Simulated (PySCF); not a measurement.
SMILES C(=C\[Si](O)(O)C)/[SiH2]C, GFN2-xTB optimised geometry.

```
20

Si    -2.61    -2.57    -3.11
C     -4.45    -2.85    -2.75
C     -1.80    -1.78    -1.60
C     -1.34    -0.54    -1.53
Si    -0.56     0.24     0.00
C      1.33     0.24     0.00
O     -0.94    -0.58     1.37
O     -1.20     1.75     0.00
H     -2.46    -1.70    -4.28
H     -1.97    -3.87    -3.38
H     -4.59    -3.50    -1.89
H     -4.96    -1.91    -2.54
H     -4.95    -3.31    -3.59
H     -1.73    -2.40    -0.71
H     -1.41     0.08    -2.42
H      1.73    -0.76    -0.14
H      1.72     0.61     0.94
H      1.72     0.86    -0.80
H     -1.85    -0.77     1.58
H     -0.90     2.40     0.63
```

Density from PBE0/def2-SVP (PySCF 2.14.0) at that geometry.

Minimum of the electron density along straight lines between bonded atoms, close to the bond critical point (lines longer than 1.1 times the sum of covalent radii, or with two minima, are not listed):

```json
[
 {"bond": "Si1–C2", "length / Å": "1.902", "ρ at the minimum / e bohr⁻³": "0.110", "∇²ρ there / e bohr⁻⁵": "0.31", "position (fraction from the first atom)": "0.38"},
 {"bond": "Si1–C3", "length / Å": "1.883", "ρ at the minimum / e bohr⁻³": "0.113", "∇²ρ there / e bohr⁻⁵": "0.34", "position (fraction from the first atom)": "0.38"},
 {"bond": "C3–C4", "length / Å": "1.332", "ρ at the minimum / e bohr⁻³": "0.336", "∇²ρ there / e bohr⁻⁵": "-0.87", "position (fraction from the first atom)": "0.50"},
 {"bond": "C4–Si5", "length / Å": "1.884", "ρ at the minimum / e bohr⁻³": "0.116", "∇²ρ there / e bohr⁻⁵": "0.34", "position (fraction from the first atom)": "0.62"},
 {"bond": "Si5–C6", "length / Å": "1.896", "ρ at the minimum / e bohr⁻³": "0.114", "∇²ρ there / e bohr⁻⁵": "0.32", "position (fraction from the first atom)": "0.38"},
 {"bond": "Si5–O7", "length / Å": "1.638", "ρ at the minimum / e bohr⁻³": "0.126", "∇²ρ there / e bohr⁻⁵": "1.04", "position (fraction from the first atom)": "0.41"},
 {"bond": "Si5–O8", "length / Å": "1.639", "ρ at the minimum / e bohr⁻³": "0.126", "∇²ρ there / e bohr⁻⁵": "1.03", "position (fraction from the first atom)": "0.41"},
 {"bond": "Si1–H9", "length / Å": "1.468", "ρ at the minimum / e bohr⁻³": "0.116", "∇²ρ there / e bohr⁻⁵": "0.33", "position (fraction from the first atom)": "0.49"},
 {"bond": "Si1–H10", "length / Å": "1.471", "ρ at the minimum / e bohr⁻³": "0.116", "∇²ρ there / e bohr⁻⁵": "0.32", "position (fraction from the first atom)": "0.49"},
 {"bond": "C2–H11", "length / Å": "1.087", "ρ at the minimum / e bohr⁻³": "0.271", "∇²ρ there / e bohr⁻⁵": "-0.97", "position (fraction from the first atom)": "0.62"},
 {"bond": "C2–H12", "length / Å": "1.087", "ρ at the minimum / e bohr⁻³": "0.272", "∇²ρ there / e bohr⁻⁵": "-0.97", "position (fraction from the first atom)": "0.63"},
 {"bond": "C3–H14", "length / Å": "1.086", "ρ at the minimum / e bohr⁻³": "0.277", "∇²ρ there / e bohr⁻⁵": "-1.02", "position (fraction from the first atom)": "0.63"},
 {"bond": "C4–H15", "length / Å": "1.082", "ρ at the minimum / e bohr⁻³": "0.279", "∇²ρ there / e bohr⁻⁵": "-1.04", "position (fraction from the first atom)": "0.63"},
 {"bond": "C6–H16", "length / Å": "1.084", "ρ at the minimum / e bohr⁻³": "0.272", "∇²ρ there / e bohr⁻⁵": "-0.98", "position (fraction from the first atom)": "0.63"},
 {"bond": "C6–H17", "length / Å": "1.086", "ρ at the minimum / e bohr⁻³": "0.271", "∇²ρ there / e bohr⁻⁵": "-0.96", "position (fraction from the first atom)": "0.62"},
 {"bond": "C6–H18", "length / Å": "1.085", "ρ at the minimum / e bohr⁻³": "0.272", "∇²ρ there / e bohr⁻⁵": "-0.97", "position (fraction from the first atom)": "0.62"},
 {"bond": "O7–H19", "length / Å": "0.954", "ρ at the minimum / e bohr⁻³": "0.357", "∇²ρ there / e bohr⁻⁵": "-2.44", "position (fraction from the first atom)": "0.82"},
 {"bond": "O8–H20", "length / Å": "0.954", "ρ at the minimum / e bohr⁻³": "0.357", "∇²ρ there / e bohr⁻⁵": "-2.44", "position (fraction from the first atom)": "0.82"}
]
```
